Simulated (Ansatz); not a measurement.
`[F][Ga]([Br])[Br]` at its PBE0-D4/def2-TZVP geometry, where that method's forces vanish. Charge 0, multiplicity 1.

```xyz
4

F     1.3315   -0.6483   -1.0710
Ga    0.0663   -0.0323   -0.0533
Br   -0.3093   -1.0759    1.9039
Br   -1.0886    1.7565   -0.7797
```

What forces (eV/Å) does PBE-D4/def2-TZVPP give on these atoms in Ansatz 0.2.0? (Best estimate.)

The calculation gave: 
```
F1   0.443 -0.216 -0.356
Ga2 -0.241  0.117  0.193
Br3 -0.050 -0.137  0.258
Br4 -0.152  0.235 -0.095
```
